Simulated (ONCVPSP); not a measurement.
## P, ONCV: configuration errors across variants

phosphorus, optimised norm-conserving Vanderbilt (ONCV), made with ONCVPSP 4.0.1 (PBE, scalar-relativistic). Core [Ne], reference 3s1 3p4. Waves: 3s: rc 1.70 bohr, ncon 4, nbas 7, qcut 3.5 1/bohr, 3 projectors, debl 2.3 Ha; 3p: rc 1.40 bohr, ncon 5, nbas 10, qcut 6.9 1/bohr, 2 projectors, debl 0.5 Ha; d scattering state at 0.44 Ha: rc 1.80 bohr, ncon 3, nbas 8, qcut 6.2 1/bohr, 2 projectors, debl 2.6 Ha. Local part: polynomial inside 1.05 bohr (lpopt 4, dvloc0 1 Ha). Core correction: Teter function, fcfact 4.5, rcfact 1.05.

All-electron excitation energies from the reference (eV): (1) 3s2 3p3 -8.534; (2) 3s2 3p2 1.195; (3) 3s2 3p1 20.342; (4) 3s2 3p0 50.082.

A true bound ghost makes a file unfit for plane-wave use even where its test errors are small: the radial tests pick states by their node count and pass the ghost by.

Errors AE − PS in meV (a dash: test not solved or not reliable):

```csv
change,(1),(2),(3),(4),bound ghosts,GHOST(+) flags above zero
base,-2.9,-3.5,-0.5,+30,p,s
p: debl 0.25,-3.0,-3.5,-0.5,+30,p,s
p: debl 0.4,-2.9,-3.5,-0.5,+30,p,s
p: debl 1.05,-2.9,-3.5,-0.7,+30,p,s
p: debl 1.65,-3.0,-3.5,-1.1,+29,p,s
p: debl 2.2,-2.5,-3.6,+0.7,+30,none,"s, p"
p: debl 3.35,-2.5,-3.5,+0.9,+30,none,s
p: debl 5.3,-2.5,-3.5,+1.3,+30,none,s
```

(1) Give the same row for: p: debl 0.85.

## Answers

(1) -2.9, -3.5, -0.7, +30; bound ghosts: p; GHOST(+) flags above zero: s.
